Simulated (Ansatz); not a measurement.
Species: sum formula ScO2H2 (charge 0, doublet). The spin state was set by rule; other spins were not relaxed. SMILES: [OH][Sc][OH]
Structure (B3LYP-D3(BJ)/def2-TZVP (Ansatz, a program for electronic structure) minimum search):
```xyz
5

Sc     0.2748    -0.1035     0.2705
O      0.9416     0.3063    -1.4193
H      0.9902     0.5606    -2.3392
O     -1.4826    -0.1027     0.8868
H     -2.4338    -0.0171     0.9182
```
Charge 0, spin multiplicity 2.

Parts of the frozen-core correlation energy in STO-3G (Ansatz, hartree). Frozen orbitals: 11; correlated occupied orbitals by spin: 9 and 8; virtual: 10 and 11. UHF or UKS for open shells. Spin-orbit coupling is left out. No relativistic terms.

| term | value |
|---|---|
| reference (HF) | -901.16345 |
| MP2 opposite-spin | -0.10732 |
| MP2 same-spin | -0.03166 |
| CCSD correlation | -0.15424 |
| (T) | -0.01023 |
| T1 diagnostic | 0.025 |
| largest doubles amplitude | 0.041 |
| <S^2> of the reference | 0.753 |
